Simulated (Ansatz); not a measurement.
`C[CH2][Sn][OH]` + CH₃SH → `C[S][Sn][OH]` + ethane  (ligand exchange at the Sn–C bond)

Program: Ansatz. Geometries: PBE0-D4/def2-TZVP. ΔE: electronic, gas phase. CCSD(T)/CBS adds triple-zeta CCSD(T) − MP2 to the extrapolated MP2 energy (def2 sets, frozen cores). This one scheme is used for every species. Functionals use def2-TZVPP. B3LYP here is the variant with VWN-RPA as its local correlation; programs differ in this. HSE06 is defined as in plane-wave codes. def2 core potentials past Kr. For Sn outer-core shells are correlated without core-valence functions, which leaves a few kJ/mol of doubt a bond. Each species was taken in one conformer, which may not be the lowest.

```csv
level,ΔE (kJ/mol),difference from CCSD(T)/CBS
LDA (SPW92),-138.7,-3.0
PBE-D4,-142.2,-6.5
revPBE-D4,-140.8,-5.1
BLYP-D4,-144.4,-8.7
r2SCAN-D4,-144.6,-8.9
B97M-V,-145.3,-9.6
B3LYP-D4,-143.4,-7.7
r2SCANh-D4,-143.7,-8.0
r2SCAN0-D4,-142.6,-6.9
HSE06-D4,-141.0,-5.3
BHLYP-D4,-143.4,-7.7
CAM-B3LYP-D4,-137.6,-1.9
ωB97X-V,-133.9,1.8
ωB97M-V,-134.1,1.6
B2PLYP,-140.3,-4.6
PBE-QIDH,-137.8,-2.1
revPBE,-141.8,-6.1
BLYP,-144.0,-8.3
r2SCAN,-144.6,-8.9
PBE0,-140.2,-4.5
B3LYP,-142.6,-6.9
r2SCANh,-143.7,-8.0
HSE06,-140.5,-4.8
BHLYP,-141.4,-5.7
CAM-B3LYP,-137.1,-1.4
LC-ωPBE,-131.3,4.4
RPA@PBE/def2-TZVPP,-124.9,10.8
HF/def2-SVP,-142.0,-6.3
MP2/def2-SVP,-136.9,-1.2
CCSD(T)/def2-SVP,-133.4,2.3
HF/def2-TZVPP,-139.9,-4.2
MP2/def2-TZVPP,-135.3,0.4
CCSD/def2-TZVPP,-128.7,7.0
CCSD(T)/def2-TZVPP,-130.0,5.7
HF/def2-QZVPP,-139.6,-3.9
MP2/def2-QZVPP,-138.5,-2.8
SCS-MP2/def2-QZVPP,-136.3,-0.6
HF/CBS(def2),-139.6,-3.9
MP2/CBS(def2),-141.0,-5.3
CCSD/CBS(def2),-134.4,1.3
CCSD(T)/CBS,-135.7,0
```

Largest T1 diagnostic among the species: 0.016.

In def2-TZVPP, CCSD(T) changes the Hartree–Fock value by +9.8 kJ/mol (the triples alone add −1.3 kJ/mol) and MP2 by +4.5 kJ/mol. Leaving LDA and LC-ωPBE aside and taking each functional with its dispersion term where it has one, the values spread over 11.5 kJ/mol, from B97M-V to ωB97X-V. LDA lies +3.1 kJ/mol from PBE without D4.
